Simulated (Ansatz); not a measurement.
Basis sets compared for Li3Br4. The state is a doublet with charge 0. Geometry r2SCAN-D4/def2-SVP. Ansatz on 4 threads of Arm Neoverse V1 on a shared host; times are rough, and most runs start from earlier orbitals.

```tsv
atom	x (Å)	y (Å)	z (Å)
Li1	1.301	-1.405	-0.588
Li2	-0.741	0.545	2.706
Li3	-0.736	0.925	-0.177
Br4	1.198	-0.008	1.399
Br5	2.107	-0.823	-2.785
Br6	-0.731	-0.792	-1.988
Br7	-2.398	1.559	1.434
```

In the doublet, Br5 and Br6 lie 2.95 Å apart (atoms count from 1), so these atoms are partly bonded to each other. Another isomer (doublet) lies 0.19 eV lower at PBE0-D4/def2-TZVP; other spin states weren't run for this one.

Binding counts from free atoms (Li doublet, Br doublet) in the same basis, without a counterpoise term.

```json
{"level": "PBE-D4/def2-SVP", "functions": "155", "energy (Eh)": "-10316.6545", "HOMO (eV)": "-6.22", "LUMO (eV)": "-5.39", "binding per atom (eV)": "2.58", "wall time": "5 s"}
{"level": "PBE0-D4/def2-SVP", "functions": "155", "energy (Eh)": "-10317.0295", "HOMO (eV)": "-7.57", "LUMO (eV)": "-4.67", "binding per atom (eV)": "2.54", "wall time": "10 s"}
```

Estimate the rows for PBE-D4/def2-TZVP (with forces), PBE0-D4/def2-TZVP.


| level | functions | energy (Eh) | HOMO (eV) | LUMO (eV) | binding per atom (eV) | wall time |
| --- | --- | --- | --- | --- | --- | --- |
| PBE-D4/def2-TZVP (with forces) | 234 | -10317.9135 | -6.37 | -5.51 | 2.51 | 9.5 s |
| PBE0-D4/def2-TZVP | 234 | -10318.2853 | -7.68 | -4.75 | 2.47 | 19 s |
